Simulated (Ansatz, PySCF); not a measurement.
Potential energy curve for KH, singlet.

Computed with: UKS-r2SCAN = unrestricted r2SCAN/def2-TZVP in PySCF; RKS-CAM-B3LYP = restricted CAM-B3LYP/def2-TZVP in PySCF; UKS-PBE = unrestricted PBE/def2-TZVP in Ansatz (a program for electronic structure); UCCSD(T) = CCSD(T) on UHF/def2-TZVP, 5 core orbitals frozen run with PySCF.

Energies relative to the lowest point of each curve near equilibrium, in kJ/mol:

```json
[
 {"R / Å": "1.80", "UKS-r2SCAN": "60.0", "RKS-CAM-B3LYP": "57.1", "UKS-PBE": "55.1"},
 {"R / Å": "2.03", "UKS-r2SCAN": "12.8", "RKS-CAM-B3LYP": "11.1", "UKS-PBE": "11.1"},
 {"R / Å": "2.15", "UKS-r2SCAN": "3.0", "RKS-CAM-B3LYP": "2.2", "UKS-PBE": "2.4"},
 {"R / Å": "2.46", "UKS-r2SCAN": "4.4", "RKS-CAM-B3LYP": "5.9", "UKS-PBE": "4.8"},
 {"R / Å": "2.65", "UKS-r2SCAN": "15.7", "RKS-CAM-B3LYP": "18.8", "UKS-PBE": "16.0"},
 {"R / Å": "3.37", "UKS-r2SCAN": "75.8", "RKS-CAM-B3LYP": "88.1", "UKS-PBE": "75.0"},
 {"R / Å": "3.77", "UKS-r2SCAN": "101.3", "RKS-CAM-B3LYP": "126.1", "UKS-PBE": "102.5"},
 {"R / Å": "4.06", "UKS-r2SCAN": "115.2", "RKS-CAM-B3LYP": "151.0", "UKS-PBE": "117.5"},
 {"R / Å": "4.56", "UKS-r2SCAN": "132.7", "RKS-CAM-B3LYP": "188.1", "UKS-PBE": "136.0"},
 {"R / Å": "5.01", "UKS-r2SCAN": "143.6", "RKS-CAM-B3LYP": "215.8", "UKS-PBE": "146.9"},
 {"R / Å": "5.58", "UKS-r2SCAN": "152.8", "RKS-CAM-B3LYP": "244.2", "UKS-PBE": "155.6"},
 {"R / Å": "6.82", "UKS-r2SCAN": "162.2", "RKS-CAM-B3LYP": "285.1", "UKS-PBE": "164.4"}
]
```

Question: Predict the corresponding UCCSD(T) column.

Answer: 1.80: 61.2; 2.03: 12.9; 2.15: 3.0; 2.46: 4.4; 2.65: 15.7; 3.37: 74.6; 3.77: 103.0; 4.06: 119.4; 4.56: 137.1; 5.01: 142.9; 5.58: 145.1; 6.82: 145.9 (kJ/mol).

The unrestricted determinant behind UKS-r2SCAN, UKS-PBE is spin-contaminated at 3.37 to 9.03 Å (<S²> up to 1.0, against 0.00 for a pure singlet). At the longest distance RKS-CAM-B3LYP leaves fractional charges on the fragments, a sign of delocalisation error or of the restricted form. The restricted form behind RKS-CAM-B3LYP keeps the bonding electrons paired and can't separate into open-shell fragments. The unrestricted determinant behind UCCSD(T) is spin-contaminated at 3.06 to 9.03 Å (<S²> up to 1.0, against 0.00 for a pure singlet).
